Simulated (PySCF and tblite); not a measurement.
Results of a calculation; reference values are marked as such.
**Dynamics report: rearrangement**

System: C5H5BCl2, numbered as in [Cl:1][B:2]([Cl:3])[CH:4]1[CH:5]=[CH:6][CH:7]=[CH:8]1.

Motion: shift of B2 from C4 to C8. The path came from a restrained scan, a climbing-image band and a saddle search at GFN2-xTB; energies are BP86/pcSseg-1 + D3(BJ), IEF-PCM dimethylsulfoxide//PBE0-D3(BJ)/def2-SVP, thermal terms GFN2-xTB. Rates follow Eyring's equation with the number of equivalent paths and no tunnelling. Programs: tblite and PySCF.

| point | symmetry | E(GFN2) kcal/mol | E(DFT) kcal/mol | ZPE change kcal/mol | lowest mode cm⁻¹ | dipole D |
| --- | --- | --- | --- | --- | --- | --- |
| start | C1 | 0.0 | 0.0 | 0.00 | 24 | 1.78 |
| saddle | Cs | 4.6 | 2.8 | -0.61 | 166i | 3.46 |
| end | C1 | 0.0 | 0.0 | 0.00 | 23 | 1.78 |

| Property | Result |
| --- | --- |
| Electronic barrier | 2.8 kcal/mol |
| Barrier with zero-point energy | 2.2 kcal/mol |
| ΔH‡ (298 K) | 1.7 kcal/mol |
| ΔS‡ (298 K, symmetry apart) | -4.1 cal/(mol K) |
| Paths | 1 equivalent path |
| End point | the same structure with atoms interchanged, or its mirror image |
| Mean lifetime of the start against this motion at 298 K | 23 ps |
| Cost | 3.5 min on 1 thread of Arm Neoverse V1, on a host shared with other jobs (rough), peak memory 0.75 GiB, launched as `OMP_NUM_THREADS=1 python ens_run.py task.json out` |

```json
{"T/K": "200", "ΔG‡ kcal/mol": "2.7", "k s⁻¹": "5.1×10⁹"}
{"T/K": "250", "ΔG‡ kcal/mol": "2.8", "k s⁻¹": "1.9×10¹⁰"}
{"T/K": "298", "ΔG‡ kcal/mol": "2.9", "k s⁻¹": "4.4×10¹⁰"}
{"T/K": "350", "ΔG‡ kcal/mol": "3.1", "k s⁻¹": "8.9×10¹⁰"}
{"T/K": "400", "ΔG‡ kcal/mol": "3.2", "k s⁻¹": "1.5×10¹¹"}
```

ΔG and ΔG‡ leave out symmetry numbers and mirror images; rates count paths: 1 out.
